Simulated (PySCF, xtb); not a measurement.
B(F)2(iPr) (C3H7BF2), SMILES CC(C)B(F)F.

Geometry optimised at PBE0-D3(BJ)/def2-SVP. Other conformers were not sampled.

Method: C-PCM-PBE0/def2-SVP in PySCF.

The values are the electrostatic part of the solvation free energy, E(continuum) − E(gas) at the gas-phase geometry, in a cavity of scaled van der Waals radii (PySCF's table); cavitation and dispersion terms are not included. In vacuum the orbital gap is 9.26 eV. The dipole moment in vacuum is 1.52 D.

**Question.** Estimate the values in water (ε = 78.36), toluene (ε = 2.37), methanol (ε = 32.61). (An estimate is asked for; the answer gives what the named calculation found.)

**Answer.** 
| solvent | ε | ΔG(elec) (kcal/mol) | dipole (D) | gap (eV) |
|---|---|---|---|---|
| water | 78.36 | -2.0 | 1.77 | 9.19 |
| toluene | 2.37 | -1.1 | 1.66 | 9.23 |
| methanol | 32.61 | -1.9 | 1.77 | 9.19 |

For comparison, GFN2-xTB/ALPB(water) (xtb, at the GFN2-xTB geometry, all terms of that model) gives -1.6 kcal/mol.
